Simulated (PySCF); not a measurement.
**Trend along group 14: MSb molecules**

PBE0 with double-zeta basis sets in PySCF, for the lowest determinant that a PBE0 search found; no spin–orbit coupling. De refers to high-spin ground-configuration atoms. A positive dipole means M(−)Sb(+).

| M | basis | state (unpaired electrons) | Re (Å) | ωe (cm⁻¹) | De (eV) | μ (D) |
| --- | --- | --- | --- | --- | --- | --- |
| Si | def2-SVP | doublet (π ↑) | 2.384 | 430 | 2.73 | 0.15 |
| Ge | def2-SVP | doublet (π ↑) | 2.445 | 292 | 2.58 | -0.30 |
| Pb | def2-SVP | doublet (π ↑) | 2.709 | 190 | 2.12 | -2.02 |

The row for M = Sn is missing. Estimate Re, ωe and De as the mean of the rows for Ge and Pb, and compare with the calculation.

The means are 2.577 Å, 241 cm⁻¹ and 2.35 eV. PBE0 in def2-SVP gives SnSb as a doublet (π ↑) with Re = 2.634 Å, ωe = 228 cm⁻¹, De = 2.28 eV, so the estimate is off by -5.7 pm, +6 % and +0.07 eV.

Spin–orbit coupling is left out, which matters for elements this heavy, above all for dissociation energies. States were picked by a PBE0 search and need not be the measured ground states.
